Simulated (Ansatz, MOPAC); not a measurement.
Molecule: C3HO, net charge -1, singlet state. SMILES: [c-]1c(c1)=O

Atoms: O1, C2, C3, C4, H5. Bonds: O1-C2, C2-C3, C2-C4, C3-C4, C4-H5.

Bond lengths (Å) and angles (degrees) optimised at PM3 with MOPAC; HF/3-21G with Ansatz (a first-principles code); B3LYP/6-31G* with Ansatz, each started from the B3LYP-D3(BJ)/def2-TZVP structure (Ansatz) of the last column. A row stands for all coordinates that are equal there; 10 of 12 kinds are shown. 6-31G* holds six Cartesian d functions.

| coordinate | PM3 | HF/3-21G | B3LYP/6-31G* | B3LYP-D3(BJ)/def2-TZVP |
|---|---|---|---|---|
| O1-C2 | 1.228 | 1.240 | 1.245 | 1.237 |
| C2-C3 | 1.451 | 1.488 | 1.477 | 1.455 |
| C2-C4 | 1.400 | 1.373 | 1.381 | 1.377 |
| C3-C4 | 1.378 | 1.403 | 1.403 | 1.390 |
| C4-H5 | 1.070 | 1.068 | 1.102 | 1.094 |
| O1-C2-C3 | 156.2 | 151.3 | 150.0 | 149.8 |
| O1-C2-C4 | 146.1 | 150.2 | 151.3 | 151.4 |
| C3-C2-C4 | 57.8 | 58.6 | 58.7 | 58.7 |
| C2-C3-C4 | 59.3 | 56.6 | 57.2 | 57.8 |
| C2-C4-C3 | 63.0 | 64.8 | 64.1 | 63.5 |

Mean signed difference of all 5 bond lengths from B3LYP-D3(BJ)/def2-TZVP: PM3 -0.005 Å, HF/3-21G 0.004 Å, B3LYP/6-31G* 0.011 Å.
